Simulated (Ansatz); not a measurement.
C$_{2}$H$_{10}$Si$_{3}$ (`C=C([SiH3])[SiH2][SiH3]`). The species carries charge 0 and has multiplicity 1. The structure was optimised at the PBE0-D4/def2-TZVP level. It is one conformer, not always the lowest.

```xyz
15

C     1.925    0.721    0.769
C     0.619    0.620    0.504
Si   -0.269    2.061   -0.282
Si   -0.283   -0.969    0.896
Si   -1.027   -2.016   -1.063
H     2.491   -0.089    1.227
H     2.496    1.620    0.544
H     0.686    3.186   -0.468
H    -0.832    1.667   -1.602
H    -1.402    2.505    0.573
H     0.637   -1.877    1.639
H    -1.470   -0.686    1.753
H    -2.003   -1.151   -1.780
H    -1.690   -3.308   -0.739
H     0.122   -2.285   -1.970
```

**Question.** What is the dipole moment at ωB97M-V/def2-TZVPP? (Best estimate.)

**Answer.** Ansatz gave: 0.93 D, with components (0.87, 0.13, 0.29) D in this frame, pointing from negative to positive charge.

**Question.** And with PBE, r2SCAN, B3LYP? (Estimate.)

**Answer.** Ansatz gave: PBE 0.84 D, r2SCAN 0.88 D, B3LYP 0.88 D.

**Question.** Give the Mulliken charges with ωB97M-V, B3LYP, PBE in def2-TZVPP. (Best estimate.)

**Answer.** Ansatz gave: 
```csv
atom,ωB97M-V,B3LYP,PBE
C1,-0.16,-0.18,-0.17
C2,-0.25,-0.16,-0.07
Si3,0.18,0.26,0.19
Si4,0.15,0.23,0.16
Si5,0.04,0.15,0.10
H6,0.10,0.10,0.09
H7,0.10,0.11,0.09
H8,-0.03,-0.07,-0.06
H9,-0.03,-0.06,-0.05
H10,-0.02,-0.06,-0.05
H11,-0.02,-0.07,-0.06
H12,-0.02,-0.07,-0.05
H13,-0.02,-0.05,-0.04
H14,-0.02,-0.06,-0.04
H15,-0.02,-0.06,-0.04
```

B3LYP here is the variant with VWN-RPA as its local correlation; programs differ in this.
